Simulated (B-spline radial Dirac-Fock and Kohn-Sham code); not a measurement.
The K-LL Auger spectrum of W²⁺

System: tungsten as W²⁺, [Xe] 4f14 5d4.

Level of theory: Dirac-Fock (average of configuration) total-energy differences with a finite nucleus, the Breit interaction including its frequency dependence, and self-energy and vacuum-polarisation corrections; a radial finite-basis atomic code. The two-hole levels come from diagonalising the Coulomb interaction among the jj configurations; intensities are independent-particle Coulomb rates. Kinetic energies are from the vacuum level. Correlation energy is missing from these numbers. Open outer shells are spectators and are not coupled to the holes. The rates lack the Breit term, which in heavy atoms raises K-L1L1 and K-L1L2. Labels follow the leading weight; the literature often keeps the label of the LS limit.

```tsv
kinetic energy (eV)	J	leading jj holes (weight)	leading LS term (weight)	intensity (%)
45058.2	0	L1L1 (1.00)	¹S0 (1.00)	11.6
45625.0	1	L1L2 (1.00)	³P1 (0.62)	16.2
45668.0	0	L1L2 (1.00)	³P0 (1.00)	2.2
46128.9	0	L2L2 (1.00)	³P0 (0.65)	2.5
46940.0	1	L1L3 (1.00)	¹P1 (0.62)	12.0
47021.1	2	L1L3 (1.00)	³P2 (1.00)	3.0
47497.0	2	L2L3 (1.00)	¹D2 (0.68)	37.6
47523.2	1	L2L3 (1.00)	³P1 (1.00)	0.1
48812.3	0	L3L3 (1.00)	¹S0 (0.65)	1.9
48862.8	2	L3L3 (1.00)	³P2 (0.68)	12.8
```

The strongest line, by its leading LS label ¹D2, lies at 47497.0 eV. The mean weight of the leading component is 1.00 in jj and 0.79 in LS coupling, so jj labels describe these levels better.

Values without a named source are computed, but for edge energies of neutral atoms, which are taken from tables.
